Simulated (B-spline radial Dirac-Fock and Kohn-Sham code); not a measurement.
# Dipole and non-dipole photoemission parameters of Cu²⁺ 2p1/2

System: the Cu²⁺ ion in the configuration [Ar] 3d9; threshold 986.6 eV (orbital energy of the model). Model: Dirac-Hartree-Slater photoionisation with a Latter tail; cross sections with all multipoles, angular parameters from the dipole term and its interference with E2. Program: a radial finite-basis atomic code.

For linearly polarised light dσ/dΩ = σ/(4π) [1 + β P₂(cos θ) + (δ + γ cos²θ) sin θ cos φ], with θ from the polarisation vector and φ the angle between the beam and the projection of the electron momentum on the plane normal to the polarisation.

| hν (eV) | σ (kb) | β | γ | δ |
| --- | --- | --- | --- | --- |
| 1110 | 249 | 1.128 | -0.122 | 0.008 |
| 1486.9 | 118 | 1.420 | 0.078 | 0.020 |
| 1750 | 76.7 | 1.449 | 0.218 | 0.025 |
| 2770 | 21.0 | 1.389 | 0.606 | 0.044 |
| 2984.4 | 16.9 | 1.368 | 0.666 | 0.048 |
| 4780 | ? | ? | ? | ? |
| 6000 | 1.96 | 1.098 | 1.177 | 0.110 |
| 8047.8 | 0.755 | 0.961 | 1.359 | 0.152 |
| 8070 | 0.748 | 0.960 | 1.361 | 0.152 |
| 9251.7 | 0.475 | 0.896 | 1.438 | 0.176 |
| 9430 | 0.446 | 0.887 | 1.449 | 0.180 |
| 9600 | 0.420 | 0.878 | 1.458 | 0.183 |
| 10100 | 0.354 | 0.854 | 1.486 | 0.193 |
| 11100 | 0.258 | 0.810 | 1.536 | 0.212 |
| 12000 | 0.198 | 0.774 | 1.576 | 0.228 |
| 12400 | 0.177 | 0.759 | 1.593 | 0.236 |

Q: Give the values at 4780 eV.

A: σ = 4.03 kb, β = 1.198, γ = 1.024, δ = 0.084.

Values without a named source are computed, but for edge energies of neutral atoms, which are taken from tables.
